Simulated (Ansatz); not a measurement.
Start from `[F][Ti]([F])([Cl])[SeH]` and change one element to get `[F][Zr]([F])([Cl])[SeH]`.

Ansatz, PBE0-D4/def2-TZVP geometries, multiplicity 1. Each molecule was computed in one conformer, which needn't be the lowest.

Elements past krypton have def2 core potentials. Scalar relativity is left out up to krypton.

```csv
property,`[F][Ti]([F])([Cl])[SeH]`
HOMO energy (B3LYP/def2-TZVPP) / eV,-7.69
HOMO–LUMO gap (ωB97M-V/def2-TZVPP) / eV,8.81
LUMO energy (PBE/def2-TZVPP) / eV,-4.19
HOMO–LUMO gap (B3LYP/def2-TZVPP) / eV,4.16
LUMO energy (ωB97M-V/def2-TZVPP) / eV,-1.17
HOMO–LUMO gap (PBE0/def2-TZVPP) / eV,4.63
```

Question: Give the same properties after the change, and the shifts. (Estimate.)

Answer: Ansatz gave: 
```
                               property  `[F][Zr]([F])([Cl])[SeH]`  shift
    HOMO energy (B3LYP/def2-TZVPP) / eV                      -7.54   0.15
HOMO–LUMO gap (ωB97M-V/def2-TZVPP) / eV                       9.83   1.02
      LUMO energy (PBE/def2-TZVPP) / eV                      -2.98   1.21
  HOMO–LUMO gap (B3LYP/def2-TZVPP) / eV                       5.17   1.01
  LUMO energy (ωB97M-V/def2-TZVPP) / eV                      -0.03   1.14
   HOMO–LUMO gap (PBE0/def2-TZVPP) / eV                       5.63   1.00
```

With PBE0 the HOMO rises by 0.14 eV and the LUMO rises by 1.15 eV, so the gap widens by about 1.01 eV. PBE moves the HOMO by 0.14 eV and ωB97M-V by 0.13 eV.

B3LYP here is the variant with VWN-RPA as its local correlation; programs differ in this.

Spin–orbit coupling is left out; it splits and shifts lone-pair levels of the heavy atoms by tenths of an eV.
